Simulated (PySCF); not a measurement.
In(Me)2(NHMe), SMILES [CH3][In]([CH3])[NH]C, singlet at its GFN2-xTB optimised geometry (Å):

```
15

In     0.0961    -0.2162     0.0000
C      2.3357    -0.2162     0.0000
H      2.6948     0.8109    -0.0111
H      2.7177    -0.7467    -0.8702
H      2.6886    -0.7156     0.9003
C     -1.3357    -1.8901     0.4149
H     -2.0671    -1.9739    -0.3873
H     -1.8536    -1.6757     1.3485
H     -0.7924    -2.8278     0.5098
N     -0.7397     1.6765     0.0000
C     -2.1606     1.9067    -0.2010
H     -0.2074     2.3848    -0.4958
H     -2.4480     1.9941    -1.2582
H     -2.4708     2.8278     0.3069
H     -2.7177     1.0762     0.2385
```

Calculation: B3LYP/def2-TZVP, def2 effective core potentials past Kr (PySCF). The core electrons that the potentials of In replace are not part of the density. Cells within 0.4 Å of a nucleus heavier than hydrogen are left out (blank, or x).

Map of the Laplacian of the electron density (e/bohr⁵), clipped to [-1.50, 1.50] on the plane z = 0.0 Å:

```
|55555555555555555555555555555|
|55555555555555555555555555555|
|55555555555555555555555555555|
|55555555555555555555555555555|
|55555555555555555555555555555|
|55555555555555555555555555555|
|55555553455555555555555555555|
|55555553255555555555555555555|
|55555554x45523555555555555555|
|55555556x43xxx655555555555555|
|555555413552x2555555555555555|
|55555533555545555555544555555|
|55555555555556775555500555555|
|55555555555569999555414555555|
|55555555555590xx9653xx4555555|
|55555555555590xx9643xx5555555|
|55555555555579299555545555555|
|55555555555556986555555555555|
|55555555554445555555555555555|
|55555555424455555555555555555|
|55555555433555555555555555555|
|55555555555555555555555555555|
|55555555555555555555555555555|
|55555555555555555555555555555|
|55555555555555555555555555555|
|55555555555555555555555555555|
|55555555555555555555555555555|
|55555555555555555555555555555|
|55555555555555555555555555555|
```
Scale: ten equal steps from -1.50 (start of '0') to 1.50 (end of '9'), in the order '0123456789'; x runs from -5.00 to 5.00, y from -5.00 (bottom) to 5.00 (top).
